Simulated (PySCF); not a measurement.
Au⁻ (gold, charge -1) across methods

[Xe] 4f14 5d10 6s2, closed-shell 1S. Calculation: PySCF 2.14, in aug-cc-pVTZ-PP with one added diffuse shell each of s, p, d, f, g type with ECP60MDF (7s7p6d4f3g, 113 functions); a scalar-relativistic core potential.

```
 method  E (hartree)  mean ε 5p (eV)  mean ε 5d (eV)  mean ε 6s (eV)  Σ⟨r²⟩ (bohr²)   ⟨S²⟩
   PBE0    -135.7655         -56.625          -1.453          -0.069          71.80  0.000
    PBE    -135.8191         -52.878           0.045           0.499          72.25  0.000
    LDA    -135.5889         -52.800          -0.057           0.285          71.10  0.000
r2SCAN0    -135.7664         -57.732          -1.580          -0.233          70.52  0.000
 r2SCAN    -135.8295         -54.515          -0.089           0.368          70.31  0.000
wB97X-V    -135.7220         -58.875          -3.801          -1.783          71.57  0.000
    UHF   -134.80421         -67.690          -5.765          -1.150          77.79  0.000
```

Q: Estimate the same row for r2SCANh.

A: E (hartree) = -135.8040; mean ε 5p (eV) = -55.798; mean ε 5d (eV) = -0.679; mean ε 6s (eV) = 0.127; Σ⟨r²⟩ (bohr²) = 70.37; ⟨S²⟩ = 0.000.

Energies and moments cover only the electrons outside the core potential. Spin-orbit coupling, which splits the p, d and f shells strongly at this Z, is absent. The outer electron is barely bound at this level, so radii and moments hang on the diffuse functions.

The highest occupied level is positive at r2SCANh, PBE, LDA, r2SCAN: only the finite basis holds that electron, which in a density functional comes from self-interaction.
